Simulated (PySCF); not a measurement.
# Reading the logs of faulty runs: AlClH4NSi cation

These are calculations, not measurements. They come from PySCF 2.14.0, an open-source quantum chemistry program, on an isolated molecule that a program drew, which may never have been made. The molecule is AlClH4NSi cation (charge +1, singlet), drawn as the SMILES string `[SiH2+][NH][AlH][Cl]`.

Each row is a Hartree-Fock (HF) and frozen-core CCSD(T) single point in the cc-pV(D+d)Z basis, meant for a local HF minimum. Run 1 is clean. Each other run has one planted mistake out of seven kinds, and not every kind appears here: one electron removed, one electron added, multiplicity raised by two, geometry at a saddle point, minimal basis STO-3G, one bond length entered in bohr, all coordinates scaled. The reference is restricted for singlets and unrestricted otherwise, and also for a bond in bohr. Adding or removing an electron swaps singlet and doublet. Electrons count all cores. HOMO and LUMO are orbital energies over both spins, the gradient is its largest component, and the lowest frequency (negative if imaginary) is given only where the gradient is small. Bond lengths are over the 7 bonds as drawn. T1 is the CCSD diagnostic: over 0.02 (restricted) or 0.045 (unrestricted) a single reference is doubtful.

Geometry of the clean run:
```xyz
8
AlClH4NSi cation, angstrom
Si   -1.1479   -1.9343   -0.5944
N    -0.0781   -1.5023    0.5603
Al   -0.0455   -1.8355    2.4043
Cl    1.5986   -1.0197    3.3463
H    -0.9385   -1.5422   -1.9840
H    -2.3146   -2.7189   -0.2081
H     0.7121   -0.9585    0.2329
H    -1.2491   -2.6638    2.9198
```

| run | electrons | basis functions | <S^2> | HOMO (eV) | LUMO (eV) | gradient (hartree/bohr) | lowest frequency (cm^-1) | mean bond (Å) | longest bond (Å) | T1 | HF (hartree) | CCSD(T) (hartree) | mistake |
|---|---|---|---|---|---|---|---|---|---|---|---|---|---|
| 1 | 54 | 103 | 0.000 | -16.41 | -4.40 | 1.9e-05 | 86 | 1.5785 | 2.063 | 0.0151 | -1047.01185 | -1047.51594 | no fault |
| 2 | 54 | 103 | 0.000 | -16.03 | -4.59 | 4.1e-02 | - | 1.6843 | 2.201 | 0.0189 | -1046.97988 | -1047.49551 | all coordinates scaled |
| 3 | 54 | 36 | 0.000 | -14.09 | -1.03 | 3.2e-02 | - | 1.5785 | 2.063 | 0.0248 | -1035.23630 | -1035.41024 | minimal basis STO-3G |
| 4 | 54 | 103 | 2.030 | -12.47 | -7.35 | 1.2e-01 | - | 1.5785 | 2.063 | 0.0155 | -1046.86481 | -1047.33457 | multiplicity raised by two |
| 5 | 55 | 103 | 0.767 | -5.91 | 1.76 | 7.7e-02 | - | 1.5785 | 2.063 | 0.0163 | -1047.20046 | -1047.71655 | one electron added |
| 6 | 54 | 103 | 0.858 | -16.31 | -5.13 | 1.4e-02 | - | 1.7639 | 2.757 | 0.0413 | -1046.89736 | -1047.38971 | ? |

**Which mistake was planted in run 6, and what did it cost?**

The mean bond changes by a factor of 1.117 and the longest by 1.336, so the molecule wasn't scaled as a whole. A length L in bohr read as angstrom grows by (1/0.5292 - 1) L = 0.890 L. The 7 bonds together grew by 7 x 0.1854 = 1.298 Å, which gives L = 1.459 Å. That is the length of one of the H-Si bonds, 1.459 Å in the clean geometry. So the mistake is: one bond length entered in bohr. Subtracting run 1 and multiplying by 627.51 kcal/mol a hartree, the energy moved by 71.8 kcal/mol in HF and 79.2 kcal/mol in CCSD(T).

Cautions from the logs. Run 3: T1 is over the limit, so its CCSD(T) energy is less reliable.
